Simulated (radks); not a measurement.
Sc XV, configuration [He] 2s2 2p3.

Method: Dirac Kohn-Sham, PBE, spin-unpolarised, spherical densities, finite nucleus; open shells fill j = l - 1/2 first; Fermi nuclear charge, rms radius 3.5459 fm; computed with a radial shooting solver on a logarithmic mesh with Libxc functionals.

Energy parts (Ry):
total: -1266.27691
kinetic: 1280.42254
electron-nucleus: -2711.58923
Hartree: 213.11276
exchange-correlation: -48.22299

Orbitals (lengths in bohr, moments of r in powers of bohr; r(max) is where P^2 peaks; r(90%) holds 90 % of the orbital's charge):
| orbital | occ. | eigenvalue (Ry) | r(90%) | r(max) | <r^4> |
|---|---|---|---|---|---|
| 1s1/2 | 2 | -366.3097 | 0.130 | 0.04775 | 0.0001299 |
| 2s1/2 | 2 | -69.79586 | 0.493 | 0.2721 | 0.02471 |
| 2p1/2 | 2 | -65.03817 | 0.453 | 0.2175 | 0.01748 |
| 2p3/2 | 1 | -64.62327 | 0.455 | 0.2194 | 0.01792 |

The highest occupied level is 2p3/2 at -879.24 eV. The density falls to 0.001 e/bohr^3 at r = 1.00 bohr. The electron density at the nucleus is 7299 e/bohr^3. Summed over all electrons, <r^2> = 0.5409 bohr^2, which gives a Langevin (diamagnetic) susceptibility term of -0.428 x 10^-6 cm^3/mol.
